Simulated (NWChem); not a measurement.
Molecule: C₂H₅BO₂; SMILES OB1COC1

```xyz
10

O     -0.0816     1.9481     0.0000
B     -0.0183     0.6094     0.0000
C     -1.0889    -0.5511     0.0000
O     -0.0042    -1.4994     0.0000
C      1.0707    -0.5466     0.0000
H      0.7811     2.3775     0.0000
H     -1.7339    -0.6554     0.8928
H     -1.7339    -0.6554    -0.8928
H      1.7185    -0.6479    -0.8925
H      1.7185    -0.6479     0.8925
```
Atoms are numbered in this order, from 1.

Level: PBE0/def2-SVP (NWChem), optimised geometry, unscaled harmonic frequencies. 

### Question
List the harmonic frequencies with IR intensities, and the thermochemistry.

### Answer
```tsv
frequency (cm⁻¹)	IR intensity (km/mol)
113	6.2
320	0.1
358	10.5
527	65.8
592	1.4
697	52.5
815	14.3
902	75.4
923	11.8
986	8.9
1061	85.3
1148	0.1
1151	129.3
1172	3.1
1255	4.1
1266	59.8
1427	4.3
1452	0.5
1538	337.4
3017	54.5
3036	8.9
3066	33.5
3082	19.9
3892	93.1
```

```
Quantity                                                                            Value
-----------------------------------------------------------------------  ----------------
zero-point energy                                                           48.3 kcal/mol
thermal correction to the enthalpy at 298.15 K (with zero-point energy)     52.1 kcal/mol
heat capacity Cv                                                         17.8 cal/(mol K)
entropy at 298.15 K and 1 atm (symmetry number 1)                        71.7 cal/(mol K)
dipole moment                                                                      2.83 D
```

Rigid rotor and harmonic oscillator.
